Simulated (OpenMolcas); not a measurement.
## V3+: ligand-field states by method

V3+ with its 6 nearest fluoride ions at 1.963 Å, on the Mg site of KMgF3 (a = 3.973 Å, distance in the model lattice 1.986 Å). The rest of the host is ab initio model potentials to 7.6 Å, with orthogonalisation functions on the cations behind the ligands, and point charges beyond; the distance is set by hand and nothing relaxes, and no local charge compensation is placed. Ligand basis ANO-RCC-VDZP.
```
V     0.0000    0.0000    0.0000
F     1.9630    0.0000    0.0000
F     0.0000    1.9630    0.0000
F    -1.9630    0.0000    0.0000
F     0.0000   -1.9630    0.0000
F     0.0000    0.0000    1.9630
F     0.0000    0.0000   -1.9630
```

```json
{
  "Program": "OpenMolcas 26.06",
  "Basis": "ANO-RCC-VTZP [6s5p3d2f1g]",
  "Scalar Hamiltonian": "DKH2, point nucleus",
  "Active space": "2 electrons in 5 orbitals (3d)",
  "State averaging": "2S+1 = 3 even, 10 roots; 2S+1 = 1 even, 15 roots",
  "Spin-orbit coupling": "RASSI with atomic mean-field integrals over the reference wave functions"
}
```

I. CASSCF
II. SS-CASPT2, IPEA 0.25 Eh, imaginary shift 0.1 Eh (closed shells correlated: 3s 3p and the ligand valence shells)

Spin-free states (labels of O, the rotations of Oh) in cm-1, each column counted from its own energy of the first state listed:

```csv
State,Degeneracy,I,II
3T1,3,0,0
3T2,3,13075,14900
1T2,3,13953,10580
1E,2,14293,11110
3T1,3,26553,25180
3A2,1,27719,31040
1A1,1,28240,22820
1T2,3,29232,26800
1T1,3,32381,30590
1E,2,43905,43610
1A1,1,65157,59180
```

From I to II, I's first state of the same spin (3T2) moves from 13075 to 14900 cm-1, by about +1800 cm-1.

From I to II, I's first state of another spin (1T2) moves from 13953 to 10580 cm-1, by about -3400 cm-1.

I: A least-squares ligand-field fit to the states below 45000 cm-1, each weighted by its degeneracy and with a free common offset, gives 10Dq = 14770 cm-1, B = 998 cm-1 and C = 3686 cm-1 (C/B = 3.70), with an rms deviation of 99 cm-1. The same method and metal basis give the free ion B = 1080 cm-1 (fit to its terms below 60000 cm-1, rms deviation 55 cm-1), so the nephelauxetic ratio is β = 998 / 1080 = 0.92; it hangs on how both fits weigh the states, and computed free-ion B values tend to be too large, so β mixes covalency with correlation.

II: A least-squares ligand-field fit to the states below 45000 cm-1, each weighted by its degeneracy and with a free common offset, gives 10Dq = 16433 cm-1, B = 794 cm-1 and C = 2801 cm-1 (C/B = 3.53), with an rms deviation of 301 cm-1. The same method and metal basis give the free ion B = 978 cm-1 (fit to its terms below 60000 cm-1, rms deviation 640 cm-1), so the nephelauxetic ratio is β = 794 / 978 = 0.81; it hangs on how both fits weigh the states, and computed free-ion B values tend to be too large, so β mixes covalency with correlation.

From I to II, 10Dq changes by +11 %, B by -20 % and C by -24 %.

χT at 300 K: I 0.89, II 0.89 cm3 K/mol.

Roots that are degenerate in the reference are averaged as groups; the widest CASPT2 spread within a group is 470 cm-1 (the 3-fold group of multiplicity 1 near 26800 cm-1 above the lowest state of its run, II). Shifts and gaps below about the spread of the groups concerned are not significant. Over all roots computed the reference weight is 0.74 to 0.75 in II; a low but even weight reflects the number of correlated electrons. An orbital triplet at a regular site is open to Jahn-Teller coupling, which can distort the site and quench the lowest spin-orbit gaps and is left out. Ligand-to-metal charge-transfer states are missing. With no ligand orbital active B as a rule stays too high, so bands that hang on it stand too high and its fall with covalency is understated. Without dynamic correlation the repulsion within the d shell is too large (B by tens of per cent), so at a given field states of lower spin stand too high (holds for I). With metal d orbitals alone and no dynamic correlation 10Dq can be off by a tenth to a fifth, either way, in oxide and fluoride hosts (holds for I). With one d shell and no ligand orbital active, 10Dq can be off by a tenth or more (holds for II). No measured value stands beside these numbers; the geometry was set by hand and not optimised.
